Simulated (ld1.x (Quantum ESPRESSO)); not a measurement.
**Varying the TM potential for Se**

Base potential:

ld1.x (Quantum ESPRESSO) 7.5 input, shortened:

```
&input
   title='Se', zed=34., rel=1, dft='BLYP', iswitch=3,
   config='[Ar] 3d10 4s2 4p2.5'
 /
 &inputp
   pseudotype=2, tm=.true., lloc=0,
   nlcc=.true., rcore=0.75
 /
2
4P  2  1   2.50   0.00  1.55  1.55  0.0
4S  1  0   2.00   0.00  1.60  1.60  0.0
 &test
   configts(1)='4s2 4p2.5'
 /
```

All-electron outer shells of the reference configuration (BLYP, scalar-relativistic, ld1.x):

```json
{"shell": "4s", "level (eV)": "-32.03", "outermost node (bohr)": "0.70", "outermost maximum (bohr)": "1.47"}
{"shell": "4p", "level (eV)": "-20.20", "outermost node (bohr)": "0.74", "outermost maximum (bohr)": "1.71"}
```

Cutoffs, loose and tight: the cutoffs (Ry, on a coarse ladder) from which the occupation-weighted sum of valence levels, in a spherical-Bessel basis at the reference potential, stays within 10 and 1 mRy of its value at 400 Ry. They do not see the model core or the augmentation charge, which bear on the density cutoff. Test errors are all-electron minus pseudo excitation energies from the reference, over the configurations 4s2 4p4; 4s2 4p3; 4s2 4p2; 4s2 4p0; 4s0 4p6; 4s2 4p1; 4s2 4p4.3. A dash means not determined; rows that change the core or the reference have their own tests.

A true bound ghost makes a file unfit for plane-wave use even where its test errors are small: the radial tests pick states by their node count and pass the ghost by.

On the changes marked as counting shells twice: ld1.x takes every shell without a wave as core, so the model core holds the marked electrons as well and exchange and correlation see them twice. This cancels in the reference configuration, but the file is broken for other ones, and its errors say nothing about a proper core correction.

```tsv
change	outcome	cutoff, loose	cutoff, tight	bound ghosts	largest test error (meV)
base	generated	40 Ry	55 Ry	none	-83
core correction a·sin(br)/r model core inside 1.82 bohr	generated	40 Ry	55 Ry	none	+80
core [Ne], valence charge 24; reference 3s2 3p6 3d10 4s2 4p4; waves now 3s (bound): rc 0.60 bohr; 3d (bound): rc 0.75 bohr; 3p (bound): rc 0.60 bohr; local potential the p channel; core correction Bessel-smoothed model core inside 0.50 bohr (4p, 4s counted twice)	generated, misses its reference levels by 0.28 eV	over 300 Ry	over 300 Ry	none	-1261
reference 4s2 4p3	generated	40 Ry	55 Ry	none	-101
all radii but the core radius scaled by about 1.20 (s 1.92, p 1.86 bohr)	generated	30 Ry	45 Ry	p	-48
type TM semilocal	generated	40 Ry	55 Ry	none	-83
```

What comes out with this change to the base: local potential all-electron potential smoothed inside 1.25 bohr (lloc = -1)?

outcome: generated; cutoff, loose: 25 Ry; cutoff, tight: 55 Ry; bound ghosts: s, d; largest test error (meV): +207.

What comes out with this change to the base: wave 4s (bound): rc 1.60 bohr becomes 4s (bound): rc 1.78 bohr?

outcome: generated; cutoff, loose: 35 Ry; cutoff, tight: 55 Ry; bound ghosts: none; largest test error (meV): -67.
